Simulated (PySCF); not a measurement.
## Continuum solvent and chemical shifts

Geometry:
```
atom   x (Å)   y (Å)   z (Å)
  C1  -1.292   2.542   0.066
 Si2  -0.490   1.082  -0.816
  C3  -1.520  -0.516  -0.642
  C4  -1.061  -1.282   0.607
  C5   0.457  -1.516   0.604
 Si6   1.334   0.160   0.338
  P7   3.206  -0.111  -0.912
  H8  -2.241   2.824  -0.417
  H9  -0.631   3.422   0.061
 H10  -1.504   2.286   1.116
 H11  -0.236   1.422  -2.252
 H12  -2.601  -0.301  -0.610
 H13  -1.348  -1.134  -1.541
 H14  -1.596  -2.244   0.689
 H15  -1.340  -0.709   1.511
 H16   0.796  -2.024   1.521
 H17   0.730  -2.171  -0.243
 H18   1.606   0.830   1.653
 H19   3.590   1.264  -0.835
 H20   4.045  -0.499   0.180
```

GIAO PBE0/pcSseg-1 in PySCF on one PBE0-D3(BJ)/def2-SVP conformer, non-relativistic, equivalent nuclei averaged. Solvents enter as an IEF-PCM continuum (tetrahydrofuran with ε = 7.4, dimethylsulfoxide with ε = 46.8) around the gas-phase geometry. Shifts are referred to TMS computed in the same medium.

Gas phase, δ in ppm: C4 27.5, C5 18.0, C3 16.5, C1 -5.8, Si2 -27.9, Si6 -40.1, H18 4.26, H11 4.06, H14 2.27, H19/H20 1.88, H16 1.50, H15 1.10, H12 1.06, H13 0.57. Dipole moment 1.48 D.

**Question.** How does each δ change in the continuum?

**Answer.** 
```csv
atoms,environment,"Δδ, tetrahydrofuran","Δδ, dimethylsulfoxide"
C4,sp3 CH2 in a ring,+0.3,+0.4
C5,sp3 CH2 bonded to Si,+0.8,+1.0
C3,sp3 CH2 bonded to Si,+0.5,+0.7
C1,methyl carbon bonded to Si,+0.1,+0.2
Si2,"silicon bonded to 2 C, Si, H, in a 5-membered ring",+0.9,+1.1
Si6,"silicon bonded to C, P, Si, H, in a 5-membered ring",+1.2,+1.5
H18,"hydrogen on a silicon bonded to C, P, Si, in a 5-membered ring",-0.10,-0.12
H11,"hydrogen on a silicon bonded to 2 C, Si, in a 5-membered ring",-0.15,-0.19
H14,hydrogen on an sp3 CH2 in a ring,-0.03,-0.05
H19/H20,hydrogen on a phosphorus bonded to Si,+0.17,+0.22
H16,hydrogen on an sp3 CH2 bonded to Si,+0.05,+0.06
H15,hydrogen on an sp3 CH2 in a ring,+0.06,+0.09
H12,hydrogen on an sp3 CH2 bonded to Si,+0.05,+0.06
H13,hydrogen on an sp3 CH2 bonded to Si,+0.02,+0.01
```

Changes are relative to the gas phase. The dipole moment becomes 1.89 D in tetrahydrofuran, 2.00 D in dimethylsulfoxide.

**Question.** Which of the listed nuclei move most (in ppm), and what does the model miss?

**Answer.** Si6 (silicon bonded to C, P, Si, H, in a 5-membered ring, +1.5 ppm) in dimethylsulfoxide. A continuum only polarises the solute; specific hydrogen bonds, the anisotropy of aromatic solvents and changes of geometry or conformer are outside it.
